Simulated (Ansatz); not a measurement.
A calculation with Ansatz (development build ahead of 0.2.0).

```yaml
crystal:
  periodic: [false, false, false]
  atoms:
    - { symbol: Cr, position_ang: [0.0, 0.0, 0.0] }
    - { symbol: Cl, position_ang: [0.0, 2.19, 0.0] }
    - { symbol: Cl, position_ang: [0.0, -2.19, 0.0] }
basis:
  gaussian: { orbitals: pcseg-2 }
magnetization:
  spin_polarized: true
  initial_magnetization: 4
hamiltonian:
  xc: { name: wB97X }
```

The input is written out in the form of the current development build from the run's settings.

The run gave:

```
Converged                       : yes
Total energy                    : -1965.03251 hartree
Spin squared of the determinant : 6.012
Stability test                  : minimum
```

Caution: other spin multiplicities were not run.
